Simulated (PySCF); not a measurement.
# Electron correlation in Al⁻ (aluminium, charge -1)

[Ne] 3s2 3p2, high-spin 3P determinant. All numbers are calculated (PySCF 2.14, no relativity, point nucleus, in aug-cc-pwCVDZ (6s5p3d, 36 functions)). Frozen: 1s2; 12 electrons correlated.

| level | correlation energy (mhartree) |
| --- | --- |
| CCSD | -187.06 |
| (T) | -3.67 |
| CCSD(T) | -190.73 |

Diagnostics: T1 = 0.010, D1 = 0.0447, largest double amplitude 0.092.

Is a single reference adequate?

Mostly. T1 lies below 0.03, but a double amplitude of this size points to a near-degeneracy that CCSD handles and MP2 describes poorly.
